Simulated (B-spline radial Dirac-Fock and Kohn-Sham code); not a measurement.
**Form factor and incoherent scattering function of Fe²⁰⁺**

System: the Fe²⁰⁺ ion, configuration [He] 2s2 2p2.

Calculated with a radial B-spline solver, using relativistic Hartree-Fock (Dirac-Fock) wave functions, averaged over the configuration. f₀ is the Fourier transform of the spherical electron density, S the Waller-Hartree incoherent function, and s = sin θ/λ. The electron scattering factor follows from the Mott-Bethe formula f_e = 0.023934 Å⁻¹·(Z − f₀)/s².

```tsv
s (Å⁻¹)	f₀	S	f_e (Å)
0	6.000	0.000	–
0.03	5.998	0.003	531.913
0.04	5.997	0.005	299.222
0.05	5.995	0.007	191.519
0.06	5.993	0.010	133.013
0.07	5.990	0.014	97.736
0.09	5.984	0.023	59.143
0.11	5.977	0.035	39.607
0.14	5.962	0.056	24.469
0.17	5.944	0.082	16.610
0.22	5.907	0.137	9.936
0.27	5.861	0.204	6.612
0.33	5.794	0.301	4.441
0.41	5.686	0.454	2.892
0.51	5.525	0.680	1.884
0.63	5.297	0.988	1.248
0.78	4.974	1.407	0.827
0.97	4.526	1.951	0.546
1.21	3.945	2.593	0.361
1.5	3.290	3.233	0.242
1.86	2.620	3.801	0.162
2.3	2.048	4.239	0.108
2.85	1.632	4.578	0.072
```

f₀ starts at the number of electrons, 6, and has fallen to half at s ≈ 1.66 Å⁻¹. The sum of ⟨r²⟩ over the electrons is 0.2640 bohr². For an ion f_e diverges as s goes to zero, because of the net charge.
